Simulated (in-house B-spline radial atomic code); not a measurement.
RPA and G0W0 on Hartree-Fock: O⁴⁺

Configuration [He] 2s2, mean-field start Hartree-Fock. Computed with an all-electron radial atomic-structure program (B-spline basis): all electrons, non-relativistic, point nucleus, each spin shell either full or empty, empty states to l = 9 with an (l + 1/2)⁻⁴ tail; G0W0 by contour deformation at full frequency.

Command:
```bash
python run_gw.py task.json out
```
Settings (radii: box in bohr, nucleus in fm):
```
Z                        8
electrons                4
configuration            [He] 2s2
hamiltonian              nr
method                   hf
lmax                     9
spin_polarised           False
box_radius               11.96
intervals                45
ion_configuration        [He] 2s1
```

Run time, properties included: 0.7 s on 1 thread of Arm Neoverse V2 (shared host).

Energies (hartree):

```
                                     term      value
                         mean-field total  -68.25771
Hartree-Fock functional on these orbitals  -68.25771
                      direct second order   -0.22216
                    second-order exchange    0.10822
                         SOSEX correction   0.094704
```

Question: What is the RPA correlation energy, and what remains with SOSEX?

Answer: RPA gives -0.19436 hartree (-1.32 eV per electron); RPA + SOSEX gives -0.099659, and the second-order doubles (MP2) -0.11394 hartree. SOSEX takes back 49 % of the RPA value.

Quasi-particle levels (eV):

```tsv
level	occupied	mean field	Σx - vxc	Σc	QP weight	G0W0
2s	yes	-111.31	0.00	?	?	?
1s	yes	-669.18	0.00	3.51	0.938	-665.68
2p	no	-76.61	0.00	-1.43	0.980	-78.04
```

G0W0 = mean field + (Σx - vxc) + Σc, with Σc (partial-wave tail included) taken at the quasi-particle energy.

Question: Where does G0W0 put 2s?

Answer: At -113.35 eV, with Σc = -2.04 eV and a quasi-particle weight of 0.973. The tabulated removal energy is 113.899 eV (NIST, measured).

Question: What does it cost to remove one electron (to [He] 2s1) by differences of total energies, each species on its own start (correlation terms add to the Hartree-Fock functional)?

Answer: Hartree-Fock functional 111.01 eV, + RPA 113.03 eV, + RPA + SOSEX 112.44 eV, + second order 112.78 eV. Tabulated: 113.899 eV (NIST, measured).
